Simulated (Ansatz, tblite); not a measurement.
Isomers of H$_{4}$Au$_{3}$ (doublet), found by a short tight-binding search and relaxed with PBE-D4/def2-TZVP in Ansatz.

In the def2 sets Au takes a core potential; there is no spin–orbit coupling. The xTB rows come from tblite. Correlated methods freeze no core orbitals; core or outer-core shells of Au are correlated, in sets that lack core-valence functions. In CCSD on the charge 0 doublet the largest single amplitude is 0.47, so its Hartree–Fock determinant may place the open shell otherwise than the density functionals do.

Run but left out: HF/def2-SVP, MP2/def2-SVP (C: a determinant that CCSD turns far, T1 0.056).

C: At CCSD(T)/def2-SVP T1 of the charge 0 doublet is large (up to 0.056), so the single-reference result is doubtful.

Other spin states weren't relaxed.

A:

```xyz
7

Au   -0.3444    1.2039   -1.0972
Au    0.8115    1.1526    1.3262
Au   -0.1479   -1.1505    0.0772
H    -1.0475    0.8806   -2.4689
H     0.1961   -2.2427    1.1352
H     1.2099    2.6795    1.6259
H    -0.6777   -2.5233   -0.5984
```

B:

```xyz
7

Au   -0.478   -0.761   -0.382
Au   -0.388    1.916    0.073
Au    1.581    0.291    0.922
H    -0.197    3.450    0.446
H    -1.338   -2.093   -1.519
H     2.668   -0.781    1.362
H    -1.848   -2.023   -0.903
```

C:

```xyz
7

Au   -0.005   -0.001   -0.001
Au    0.424   -2.305   -1.263
Au   -0.416    2.304    1.263
H    -0.163    3.041    2.649
H     0.169   -3.037   -2.651
H     0.735   -1.501    0.365
H    -0.743    1.500   -0.362
```

Question: Estimate which lies lowest at each level, and how far above it the others are (eV).

Answer: 
```csv
level,A,B,C
GFN1-xTB,0.14,0.00,0.06
GFN2-xTB,1.07,1.34,0.00
LDA (SPW92)/def2-TZVP,0.45,0.23,0.00
PBE-D4/def2-TZVP,0.56,0.13,0.00
r2SCAN-D4/def2-TZVP,0.51,0.13,0.00
PBE0-D4/def2-TZVP,0.62,0.06,0.00
B2PLYP/def2-TZVP,0.59,0.00,0.06
CCSD/def2-SVP,0.71,0.00,0.30
CCSD(T)/def2-SVP,0.63,0.00,0.27
```
Point groups (tolerance 0.1 Å): A Cs, B not assigned, C not assigned. A and B have the same bonds, so they are conformers or stereoisomers. Lower isomers may exist.
